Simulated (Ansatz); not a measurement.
Ge3Cl (the lowest doublet isomer of a short search) was relaxed with r2SCAN-D4 (def2-SVP) in Ansatz in these states: charge +1 singlet, neutral doublet, neutral quartet. The geometries follow in no particular order.

A:

Cartesian coordinates in Å:
```
Ge -1.3011 -0.1226 -0.0946
Ge -0.1867 1.9040 0.6950
Ge 1.3058 0.0674 0.0853
Cl 0.1821 -1.8489 -0.6857
```

B:

```xyz
4

Ge   -0.9717   -1.1924    0.2786
Ge   -1.4418    1.2849    0.2580
Ge    1.0166    1.1523   -0.2869
Cl    1.3968   -1.2448   -0.2497
```

C:

```tsv
atom	x (Å)	y (Å)	z (Å)
Ge1	1.251	0.443	-0.213
Ge2	-0.497	1.814	0.714
Ge3	-1.298	-0.351	0.033
Cl4	0.543	-1.906	-0.534
```

Problem. Judge from the bond lengths which geometry belongs to which state (an estimate).

Solution. A is the charge +1 singlet (Ge1–Ge3 2.620 Å, Ge3–Cl4 2.351 Å, Ge1–Cl4 2.351 Å); B is the neutral quartet (Ge1–Ge3 3.126 Å, Ge3–Cl4 2.427 Å, Ge1–Cl4 2.427 Å); C is the neutral doublet (Ge1–Ge3 2.681 Å, Ge3–Cl4 2.475 Å, Ge1–Cl4 2.475 Å).

At PBE0-D4/def2-TZVP a doublet lies 1.14 eV below the neutral quartet. These are the stationary points nearest to one start from a short search; other shapes may lie lower in each state.
